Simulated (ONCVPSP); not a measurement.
# Reading a pseudo-wave (carbon (C))

Columns: radius, all-electron u(r) and pseudo u(r) of the 2p shell (level -17.12 eV) of carbon in the configuration [He] 2s2 2p1; LDA (Perdew-Zunger), scalar-relativistic, ONCV scheme, ONCVPSP 4.0.1.

| r (bohr) | all-electron | pseudo |
| --- | --- | --- |
| 0.100 | 0.0555 | 0.0230 |
| 0.200 | 0.1701 | 0.0889 |
| 0.300 | 0.2986 | 0.1888 |
| 0.400 | 0.4202 | 0.3098 |
| 0.500 | 0.5255 | 0.4376 |
| 0.600 | 0.6115 | 0.5583 |
| 0.700 | 0.6781 | 0.6610 |
| 0.800 | 0.7264 | 0.7392 |
| 0.900 | 0.7581 | 0.7903 |
| 1.000 | 0.7756 | 0.8160 |
| 1.100 | 0.7808 | 0.8205 |
| 1.200 | 0.7760 | 0.8090 |
| 1.300 | 0.7631 | 0.7870 |
| 1.400 | 0.7438 | 0.7589 |
| 1.500 | 0.7196 | 0.7278 |
| 1.600 | 0.6919 | 0.6955 |
| 1.700 | 0.6616 | 0.6628 |
| 1.800 | 0.6296 | 0.6298 |
| 1.900 | 0.5966 | 0.5966 |
| 2.000 | 0.5633 | 0.5633 |
| 2.100 | 0.5301 | 0.5301 |
| 2.200 | 0.4974 | 0.4974 |
| 2.300 | 0.4654 | 0.4654 |
| 2.400 | 0.4345 | 0.4345 |
| 2.500 | 0.4047 | 0.4047 |
| 2.600 | 0.3762 | 0.3762 |

Problem. How many radial nodes do the two functions have?

Solution. The all-electron 2p function has n − l − 1 = 0; the pseudo-wave has 0.

Problem. At about which radius was the pseudo-wave matched?

Solution. 2.00 bohr. The columns agree to 0.0005 from 1.80 bohr on; several derivatives are matched, so the curves merge somewhat inside the radius.

Problem. Is the pseudo-wave norm-conserving?

Solution. Yes: the ONCV scheme keeps the norm inside the radius equal to the all-electron one, which fixes the energy derivative of the logarithmic derivative at the level.
